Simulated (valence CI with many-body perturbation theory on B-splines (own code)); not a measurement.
## Hyperfine factors and g values of Yb³¹⁺

Calculated by configuration interaction combined with many-body perturbation theory (CI+MBPT): three valence electrons over a frozen Dirac-Fock core [Kr], radial functions for each j: 9 s, 9 p, 10 d, 8 f, 5 g, 3 h, 1 i, with the one-electron correlation potential Σ1, the two-electron term Σ2, the three-electron term Σ3, Breit, model QED; selected CI, second order for the rest (own B-spline code, finite nucleus).

The last digits are not significant, and no measured levels were compared; by estimate large intervals hold to a few tenths of a per cent, small ones and those within an open d or f shell to about a per cent. Only levels of the ground parity were solved; by the run's estimate the other parity begins above the list, which can be wrong where configurations are misplaced.

A/g_I is the dipole constant over the nuclear g factor μ/I (μ in nuclear magnetons, uniformly magnetised nucleus), B/Q the quadrupole constant per barn. Both hold the static response of the core; the bare values leave it out. Large factors of s and p1/2 electrons are usually good to 5 to 10 %; those of open d and f shells near neutrality can be off by tens of per cent, and small factors of p3/2, d and f electrons come from cancelling terms and can be off by a factor of two or in sign, in half-filled shells by more. B is blank for J = 1/2, where it vanishes, and for nearly pure S terms. Energies count from the lowest level.

Levels are named by their leading jj configuration (3d3/2^4 stands for four electrons in 3d with j = 3/2), which in mixed levels can hold well under half, so a name can repeat and another be missing. Letters in brackets count levels of one name in rising energy.

```tsv
Level	E (cm⁻¹)	g	A/g_I (MHz)	A/g_I bare	B/Q (MHz/b)	B/Q bare
(4d3/2^3) J=3/2	0	0.660	21200	20200	-11600	-11200
(4d3/2^2 4d5/2) J=5/2 [a]	84529	1.050	11700	11600	-6340	-6130
(4d3/2^2 4d5/2) J=3/2	103410	1.228	9050	9260	-3660	-3520
(4d3/2^2 4d5/2) J=7/2	111380	1.071	12300	12200	3210	3050
(4d3/2^2 4d5/2) J=9/2	115330	1.063	12900	12800	13400	12900
(4d3/2^2 4d5/2) J=1/2	117160	1.894	-10400	-8790		
(4d3/2^2 4d5/2) J=5/2 [b]	171390	1.354	6120	6590	18300	17600
(4d3/2 4d5/2^2) J=7/2 [a]	196610	1.085	9950	9890	369	349
(4d3/2 4d5/2^2) J=9/2	207680	1.139	9840	9880	4850	4610
(4d3/2 4d5/2^2) J=3/2 [a]	220830	1.139	10900	10900	-13000	-12500
(4d3/2 4d5/2^2) J=1/2	228640	1.436	-3740	-3010		
(4d3/2 4d5/2^2) J=11/2	235590	1.088	11200	11100	27600	26600
(4d3/2 4d5/2^2) J=5/2 [a]	237640	1.202	4630	4850	18700	17900
(4d3/2 4d5/2^2) J=5/2 [b]	253910	1.107	11600	11600	-6070	-5830
(4d3/2 4d5/2^2) J=7/2 [b]	260260	1.104	11400	11300	5810	5620
(4d3/2 4d5/2^2) J=3/2 [b]	305320	1.008	16100	15800	13200	12700
(4d5/2^3) J=9/2	317430	1.142	8220	8290	3580	3440
(4d5/2^3) J=3/2	359750	1.014	11100	10900	5390	5170
(4d5/2^3) J=5/2	386580	1.158	8190	8280	3540	3410
```

(1) Take the isotope of mass number 171, with I = 1/2, μ = 0.4923 μN. What is the hyperfine structure of (4d3/2^2 4d5/2) J=1/2?

## Answers

(1) From the table A = -10300 MHz. Shifts from the centre of gravity in MHz: F = 0: 7720, F = 1: -2580.
